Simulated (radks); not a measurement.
Pr, configuration [Xe] 4f3 6s1 5d1 (not the ground configuration). Calculated with a radial shooting solver on a logarithmic mesh with Libxc functionals: scalar-relativistic Kohn-Sham, PBE, spin-polarised, spherical densities, finite nucleus; open shells are filled with parallel spins first (spin-orbit coupling, left out, can overturn this in heavy ions); Fermi nuclear charge, rms radius 4.8919 fm.

Unscreened Slater integrals over Kohn-Sham orbitals (eV). They are taken over the spin-up orbitals.

\begin{tabular}{lr}
integral & value \\ \hline
F0(4f,4f) & 21.650 \\
F2(4f,4f) & 9.6716 \\
F4(4f,4f) & 5.9623 \\
F6(4f,4f) & 4.2612 \\
F0(4f,5d) & 9.4168 \\
F2(4f,5d) & 2.3188 \\
F4(4f,5d) & 1.1699 \\
G1(4f,5d) & 1.5893 \\
G3(4f,5d) & 1.0750 \\
G5(4f,5d) & 0.77284 \\
F0(4f,6s) & 6.9495 \\
G3(4f,6s) & 0.35926 \\
F0(4f,5p) & 15.740 \\
F2(4f,5p) & 5.9276 \\
G2(4f,5p) & 3.7134 \\
G4(4f,5p) & 2.7244 \\
F0(5d,5d) & 7.0852 \\
F2(5d,5d) & 3.3880 \\
F4(5d,5d) & 2.1473 \\
F0(5d,6s) & 5.9421 \\
G2(5d,6s) & 2.1922 \\
F0(5d,5p) & 9.0237 \\
F2(5d,5p) & 3.7021 \\
G1(5d,5p) & 3.9835 \\
G3(5d,5p) & 2.4143 \\
F0(6s,6s) & 5.3923 \\
F0(6s,5p) & 6.7728 \\
G1(6s,5p) & 0.46878 \\
F0(5p,5p) & 13.817 \\
F2(5p,5p) & 7.4088 \\
\end{tabular}

Derived for the open shells (J is the average intra-shell exchange parameter used in DFT+U). 4f: F4/F2 = 0.616, F6/F2 = 0.441, J = (286 F2 + 195 F4 + 250 F6)/6435 = 0.7761 eV. 5d: Racah B = F2/49 - 5 F4/441 = 0.04480 eV, C = 35 F4/441 = 0.1704 eV, C/B = 3.80, F4/F2 = 0.634, J = (F2 + F4)/14 = 0.3954 eV.
